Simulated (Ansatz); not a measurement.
The same molecule with X = Li, Na, K. Ansatz, PBE0-D4/def2-TZVP geometries, multiplicity 1.

Elements past krypton have def2 core potentials. Outer-core shells of I, K, Li, Na are correlated without core-valence functions. Scalar relativity is left out up to krypton. Spin–orbit coupling is left out.

| X | molecule | vertical ionisation energy (CCSD(T)/def2-TZVPP) / eV | mean X–I bond length / Å | LUMO energy (PBE0/def2-TZVPP) / eV | HOMO–LUMO gap (PBE0/def2-TZVPP) / eV | LUMO energy (B3LYP/def2-TZVPP) / eV |
| --- | --- | --- | --- | --- | --- | --- |
| Li | `[Li][I]` | 8.56 | 2.388 | -1.51 | 4.84 | -1.80 |
| K | `[K][I]` | 7.56 | 3.071 | -1.51 | 3.97 | -1.79 |

Task: Give the row for X = Na, `[Na][I]`. (Estimate.)

Result: Ansatz gave: 
```csv
X,molecule,vertical ionisation energy (CCSD(T)/def2-TZVPP) / eV,mean X–I bond length / Å,LUMO energy (PBE0/def2-TZVPP) / eV,HOMO–LUMO gap (PBE0/def2-TZVPP) / eV,LUMO energy (B3LYP/def2-TZVPP) / eV
Na,`[Na][I]`,8.05,2.714,-1.83,4.09,-2.15
```

From Li to K the vertical ionisation energy (CCSD(T)/def2-TZVPP) falls at each step, by 1.00 eV in all; the mean X–I bond length rises at each step, by 0.683 Å in all; the LUMO energy (PBE0/def2-TZVPP) isn't monotonic: highest at Li, lowest at Na; the HOMO–LUMO gap (PBE0/def2-TZVPP) falls at each step, by 0.87 eV in all; the LUMO energy (B3LYP/def2-TZVPP) isn't monotonic: highest at K, lowest at Na. Bonds lengthen as the atom grows down the group.

B3LYP here is the variant with VWN-RPA as its local correlation; programs differ in this.
